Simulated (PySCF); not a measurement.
Ligands exchanged one at a time, B Br-SiH3. Gas-phase values, no solvent. Strings in code marks are SMILES.

Computed with PBE-D3(BJ)/def2-TZVP (PySCF). Excitations are Tamm–Dancoff values on a coarser integration grid. The basis has no diffuse functions, so Rydberg states are missing or too high.

| species | S1 excitation (TDA) (eV) | HOMO (eV) |
|---|---|---|
| 0 of 3 Br replaced by SiH3 (`BrB(Br)Br`) | 4.14 | -7.03 |
| 1 of 3 Br replaced by SiH3 (`[SiH3]B(Br)Br`) | 3.84 | -6.91 |
| 2 of 3 Br replaced by SiH3 (`[SiH3]B(Br)[SiH3]`) | 2.82 | (withheld) |
| 3 of 3 Br replaced by SiH3 (`[SiH3]B([SiH3])[SiH3]`) | 3.08 | (withheld) |

**Question.** Some entries are withheld; supply them.

**Answer.** 
- 2 of 3 Br replaced by SiH3 (`[SiH3]B(Br)[SiH3]`), HOMO (eV): -6.30
- 3 of 3 Br replaced by SiH3 (`[SiH3]B([SiH3])[SiH3]`), HOMO (eV): -6.86
